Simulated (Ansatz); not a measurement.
Ansatz (a quantum-chemistry and plane-wave program) input file for BaF, SMILES [F][Ba+], charge +1, PBE/def2-TZVPD. Coordinates come from a PBE0-D3(BJ)/def2-TZVPD optimisation. The multiplicity is an assumed one; other spin states were not compared. The def2 effective core potentials stand for the cores of Ba; spin–orbit coupling is left out.

Ansatz 0.2 input:
```yaml
crystal:
  periodic: [false, false, false]
  atoms:
    - {symbol: Ba, position_ang: [0.00000000, 0.00000000, -0.28849794]}
    - {symbol: F, position_ang: [0.00000000, 0.00000000, 1.79509828]}
basis:
  gaussian:
    orbitals: def2-TZVPD
hamiltonian:
  xc: {name: PBE}
total_charge: 1
```

Program output:

```
WARN ansatz: RAYON_NUM_THREADS=1 ignored (pool sized by the plan → 1); use --threads N
Functional definition: PBE
integrals: 0.02 GiB planned
484 factors; their error is unknown
mean field: 0.15 GiB planned
mean field evaluation 1: about -3379.6238 eV, gradient 1.4e2 eV
mean field evaluation 2: about -3009.3915 eV, gradient 2.5e2 eV
mean field evaluation 4: about -3404.9130 eV, gradient 3.3e1 eV
mean field evaluation 8: about -3406.6205 eV, gradient 8.2e-2 eV
mean field evaluation 16: about -3406.6203 eV, gradient 1.7e-5 eV
mean field -3406.62025759 eV, -125.1909853763 hartree, gradient 1.7e-5 eV, S^2 0.000000; 0 other end points of the search recorded, 0 dependent functions left out
reference -3406.62030356 eV, -125.1909870657 hartree; 9, 9 occupied and 71, 71 virtual orbitals, 484 factors
Total energy: -3406.62030356 eV, -125.1909870657 hartree
```

The run converged.

Cost: roughly 1.1 core-seconds.
